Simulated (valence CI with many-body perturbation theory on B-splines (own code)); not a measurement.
Sensitivity of CI+MBPT for Ge9+

Computed by valence CI with perturbative core correlation (CI+MBPT): five valence electrons over a frozen Dirac-Fock core [Ar], radial functions for each j: 6 s, 6 p, 5 d, 5 f, 1 g, with the one-electron correlation potential Σ1 (screened to all orders), the two-electron term Σ2, the three-electron term Σ3, Breit, model QED; selected single and double excitations, second order for the rest, scaled by the run's own slope (own B-spline code, finite nucleus).

No measured levels were compared; by estimate terms of the open shell hold to 2 to 4 % of their energy, and close levels can change places. Among the levels kept, up to 350 cm⁻¹ of a level comes from second order outside the variational space, and about a tenth of that is noise between levels of different J, which matters for small intervals. Only levels of the ground parity were solved; by the run's estimate the other parity begins above the list, which can be wrong where configurations are misplaced.

The reference run has the lowest level 3d5 6S_5/2 and an ionisation energy of 250.802 eV. Its largest variational space holds 9961 state functions.

Changed runs:
A. size limit of the variational space 10000 → 3000
B. size limit of the variational space 10000 → 3000; hole-hole ladder in Σ2 on → off
C. size limit of the variational space 10000 → 1500; scale of Σ1 1 → 0; second order for the rest on → off
D. correlating orbitals by l 3 3 3 3 1 → 2 2 1 1 0; natural orbitals for correlation on → off (bad on purpose)

Excitation energies of the reference run in cm⁻¹, and shifts in cm⁻¹:

| Level | Reference | A | B | C | D |
| --- | --- | --- | --- | --- | --- |
| 3d5 4G_5/2 | 58361 | -3.6 | -457 | +1140 | +2436 |
| 3d5 4G_11/2 | 58405 | +22 | -551 | -183 | +2420 |
| 3d5 4G_7/2 | 58653 | -5.4 | -534 | +1761 | +2401 |
| 3d5 4G_9/2 | 58753 | -2.2 | -576 | +676 | +2376 |
| 3d5 4P_5/2 | 64252 | +45 | +4668 | +2161 | +3873 |
| 3d5 4P_3/2 | 65181 | +34 | +4689 | +1209 | +3870 |
| 3d5 4P_1/2 | 66191 | -65 | +5047 | -2189 | +4000 |
| 3d5 4D_7/2 | 70982 | +15 | +2177 | +2296 | +3363 |
| 3d5 4D_1/2 | 72298 | -65 | +2780 | -2644 | +3457 |
| 3d5 4D_5/2 | 72978 | +25 | +3396 | +1577 | +3558 |
| 3d5 4D_3/2 | 73039 | +20 | +3357 | +645 | +3522 |
| 3d5 2I_11/2 | 84385 | +36 | -2655 | -166 | +3227 |
| Ionisation energy (eV) | 250.802 | -0.013 | -0.325 | -2.730 | +0.170 |
